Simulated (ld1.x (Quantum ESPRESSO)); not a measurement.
# What one change does to a pseudopotential (Os, ultrasoft)

Os (Z = 76), ultrasoft, made with ld1.x (Quantum ESPRESSO) 7.5 (PW91, scalar-relativistic). Core [Xe] 4f14, reference 5d6 6s2 6p0. Waves: 6s (bound): rcut 2.15, rcutus 2.95 bohr; 6s channel at -0.1 Ry: rcut 2.15, rcutus 2.95 bohr; 6p (bound, empty): rcut 3.20, rcutus 3.50 bohr; 6p channel at 1.3 Ry: rcut 3.20, rcutus 3.50 bohr; 5d (bound): rcut 1.95, rcutus 2.10 bohr; 5d channel at 0.45 Ry: rcut 1.95, rcutus 2.10 bohr; 5f channel at 0.3 Ry: rcut 2.10, rcutus 2.70 bohr; 5f channel at 2.2 Ry: rcut 2.10, rcutus 2.70 bohr. Local part: all-electron potential smoothed inside 2.15 bohr (lloc = -2). Core correction: Bessel-smoothed model core, default radius (core density twice the valence density). Augmentation charge: built from norm-conserving waves at rcut, not smoothed further.

Change: type RRKJ; waves now 6s (bound): rc 2.95 bohr; 6p (bound): rc 3.50 bohr; 5d (bound): rc 2.10 bohr; 5f channel at 0.3 Ry: rc 2.70 bohr; local potential all-electron potential smoothed inside 2.45 bohr (lloc = -1); rho0 0.001.

Cutoffs: the cutoffs (Ry, on a coarse ladder) from which the occupation-weighted sum of valence levels, in a spherical-Bessel basis at the reference potential, stays within 10 and 1 mRy of its value at 400 Ry; they do not see the model core or the augmentation charge, which bear on the density cutoff. Errors are all-electron minus pseudo energies relative to the spin-unpolarised reference configuration.

Question: What does the change do?

Answer: The potential gets neither clearly harder nor softer (25 Ry and 40 Ry → 35 Ry and 35 Ry); the bound ghost in p disappears; of the 7 tests that both files solve, the error grows in 2 and shrinks in 3 by more than 15 % and 0.3 meV (median size 37.6 → 24.1 meV); the range in which the s phases agree narrows (upper end 1.6 → 0.2); the range in which the p phases agree widens (upper end 0.0 → 1.3). Several settings change at once here, so the effects cannot be laid on one of them.

| quantity | base | changed |
| --- | --- | --- |
| cutoff, loose | 25 Ry | 35 Ry |
| cutoff, tight | 40 Ry | 35 Ry |
| loose cutoff by channel (10 mRy a level) | s 6 Ry, d 18 Ry | s 6 Ry, d 30 Ry |
| bound ghosts | p | none |
| error for 5d6 6s1 6p0, meV [ΔE 9.65 eV] | -12 | -9.8 |
| error for 5d6 6s0 6p0, meV [ΔE 26.64 eV] | -54 | -52 |
| error for 5d5 6s0 6p0, meV [ΔE 55.57 eV] | -104 | -113 |
| error for 5d6 6s0 6p1, meV [ΔE 15.82 eV] | +109 | -24 |
| error for 5d5 6s2 6p0, meV [ΔE 11.14 eV] | -38 | +17 |
| error for 5d6 6s0 6p2, meV [ΔE 10.52 eV] | +21 | -26 |
| error for 5d6.5 6s1.5 6p0, meV [ΔE 0.06 eV] | -12 | -14 |
| s: phases at 3.81 bohr within 0.05 rad from the reference energy up to (Ry; the scan ends near 5) | 1.6 | 0.2 |
| p: phases at 3.81 bohr within 0.05 rad from the reference energy up to (Ry; the scan ends near 5) | 0.0 | 1.3 |
| d: phases at 3.81 bohr within 0.05 rad from the reference energy up to (Ry; the scan ends near 5) | 2.7 | 0.8 |
| f: phases at 3.81 bohr within 0.05 rad from the reference energy up to (Ry; the scan ends near 5) | 3.1 | 2.8 |

 A true bound ghost makes a file unfit for plane-wave use even where its test errors are small: the radial tests pick states by their node count and pass the ghost by.
